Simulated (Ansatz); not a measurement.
A made-up structure of Si2H3ClO, closed shell:

```csv
atom,x (Å),y (Å),z (Å)
O1,-1.1425,1.3587,-0.4945
Si2,-0.3931,-0.0524,-0.2069
Si3,1.7640,-0.2973,0.3429
Cl4,-1.4873,-1.5131,-1.1453
H5,-1.9442,1.3679,-1.0242
H6,1.7081,0.7231,1.4512
H7,-2.1513,-2.6606,-1.2513
```

It is relaxed with PBE-D4/def2-SVP and then PBE0-D4/def2-TZVP (Ansatz 0.2.0). Atoms count as bonded within 1.22 times the sum of their covalent radii (H–H: 0.88 Å). The end point is not checked to be a true minimum.

(1) Does its bonding change? (Judge from chemistry; the calculation decides.)

Results:

(1) Computed: Yes. Formed: Si2–H6; broken: Si2–Cl4.

Where it ends: The first stage lowers the energy by 2.55 eV in 14 steps. It ends as a complex of Si₂H₂O ([OH][Si]1[H][Si]1) + HCl:
```
7
angstrom
O -1.0136 0.2489 -0.7671
Si 0.5485 0.4756 -0.2950
Si 2.3097 0.6654 0.8380
Cl -2.6981 -2.4146 -1.5244
H -1.6026 1.0100 -0.7643
H 0.7819 0.3341 1.4012
H -1.9720 -1.3932 -1.2165
```

Labels in which every atom is bracketed show which atoms are joined, not bond orders.

For scale, one of the runs: PBE0-D4/def2-TZVP relaxation, 160 basis functions, launched by `ansatz run in.yaml --threads 2 --pin off --events-out ev --progress --plain --max-ram 4352MiB`. Hardware: 2 CPU threads of an Arm Neoverse V1, shared host. Wall time about 3.9 min.
